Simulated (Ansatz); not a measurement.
Basis-set extrapolation for CH3BS2 (`S=CBS`) (PBE0-D4/def2-TZVP geometry, frozen core, the Gaussian-basis code of Ansatz). Multiplicity 1, RHF reference.

```csv
,def2-TZVPP,def2-QZVPP
HF,-859.400261,-859.425087
MP2 correlation,-0.606361,-0.653130
CCSD(T) correlation,-0.685710,-0.728591
```

Energies in hartree. Use E(X) = E(∞) + A·exp(−7.88·√X) for Hartree–Fock and E(X) = E(∞) + B·X^(−2.97) for correlation, with X = 3 and 4.

Task: What is the CCSD(T) energy at the basis-set limit?

Result: HF limit: -859.425087 + (-0.024826) × 0.13774 = -859.42851. Correlation limit: -0.728591 + (-0.042881) × 0.74074 = -0.76035. Total: -860.18886 hartree, 270.1 kJ/mol below CCSD(T)/def2-TZVPP.
